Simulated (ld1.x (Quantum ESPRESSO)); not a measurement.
# What one change does to a pseudopotential (germanium (Ge), TM semilocal)

germanium (Ge), norm-conserving Troullier–Martins (semilocal form), made with ld1.x (Quantum ESPRESSO) 7.5 (PBE, scalar-relativistic). Core [Ne] 3s2, reference 3p6 3d10 4s2 4p1.5 (charge +0.5). Waves: 4s (bound): rc 1.30 bohr; 3p (bound): rc 0.65 bohr; 4f channel at 0.5 Ry: rc 1.05 bohr; 3d (bound): rc 1.05 bohr. Local part: the d channel. Core correction: none.

Occupied shells without a wave of their own: 4p. They enter only through the test configuration that unscreens the potential.

Change: core correction a·sin(br)/r model core inside 0.78 bohr (4p counted twice).

Cutoffs: the cutoffs (Ry, on a coarse ladder) from which the occupation-weighted sum of valence levels, in a spherical-Bessel basis at the reference potential, stays within 10 and 1 mRy of its value at 400 Ry; they do not see the model core or the augmentation charge, which bear on the density cutoff. Errors are all-electron minus pseudo energies relative to the spin-unpolarised reference configuration.

Problem. What does the change do?

Solution. Of the 7 tests that both files solve, the error grows in 4 and shrinks in 2 by more than 15 % and 0.3 meV (median size 40.9 → 28.4 meV); neither file shows a bound ghost. A semilocal file is local in each channel, so a ghost entry of none says nothing of the separable form that plane-wave codes build from it. In the changed file ld1.x takes every shell without a wave as core, so the model core holds the 4p electrons as well and exchange and correlation see them twice. This cancels in the reference configuration, but the file is broken for other ones, and its errors say nothing about a proper core correction. A model core, the more so a compact one, raises the density cutoff, which this test does not measure.

| quantity | base | changed |
| --- | --- | --- |
| cutoff, loose | 260 Ry | 260 Ry |
| cutoff, tight | over 300 Ry | over 300 Ry |
| bound ghosts | none | none |
| error for 3p6 3d10 4s2 4p2, meV [ΔE -2.80 eV] | +8.3 | -12 |
| error for 3p6 3d10 4s2 4p1, meV [ΔE 4.64 eV] | -11 | -35 |
| error for 3p6 3d10 4s2 4p0, meV [ΔE 20.08 eV] | -41 | -282 |
| error for 3p6 3d10 4s1 4p3, meV [ΔE 5.17 eV] | +23 | -21 |
| error for 3p6 3d10 4s1 4p0, meV [ΔE 54.87 eV] | -44 | -675 |
| error for 3p6 3d9 4s2 4p2, meV [ΔE 35.88 eV] | +48 | +26 |
| error for 3p6 3d9 4s2 4p3, meV [ΔE 26.82 eV] | +64 | -28 |
| s: phases at 1.41 bohr within 0.05 rad from the reference energy up to (Ry; the scan ends near 5) | 0.2 | 0.2 |
| p: phases at 1.41 bohr within 0.05 rad from the reference energy up to (Ry; the scan ends near 5) | to the end of the scan | to the end of the scan |
| d: phases at 1.41 bohr within 0.05 rad from the reference energy up to (Ry; the scan ends near 5) | 2.6 | 2.6 |
| f: phases at 1.41 bohr within 0.05 rad from the reference energy up to (Ry; the scan ends near 5) | to the end of the scan | to the end of the scan |
